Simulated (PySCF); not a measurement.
**Fe¹¹⁺: ionisation energy**

Fe¹¹⁺ [Ne] 3s2 3p3 (4S) → Fe¹²⁺ [Ne] 3s2 3p2 (3P), as a difference of total energies. All numbers are calculated (PySCF 2.14, no relativity, point nucleus, in an uncontracted even-tempered set (17 s from 0.69 bohr⁻², ratio 2.5; 11 p from 0.9 bohr⁻², ratio 2.5; 5 d from 5 bohr⁻², ratio 2.7; 4 f from 7.5 bohr⁻², ratio 2.7)). Correlated levels: outer shells: 1s2 frozen; virtual orbitals above 40 to 60 times the deepest correlated orbital energy dropped. The calculations carry no spin-orbit coupling.

| method | ionisation energy (eV) |
| --- | --- |
| UHF | 327.33 |
| MP2 (outer shells) | 327.89 |
| SCS-MP2 (outer shells) | 327.67 |
| CCSD (outer shells) | 327.72 |
| CCSD(T) (outer shells) | 327.72 |

Question: How much does correlation contribute at CCSD(T) (outer shells)?

Answer: 327.72 − (327.33) = 0.39 eV, measured against UHF.

A first-order spin-orbit estimate (lowest level to lowest level, LS coupling) adds -1.367 eV.

These non-relativistic numbers lack the scalar-relativistic shift.

For comparison: 330.8 ± 0.6 eV (semi-empirical (NIST evaluation); NIST Atomic Spectra Database, ionization energies).
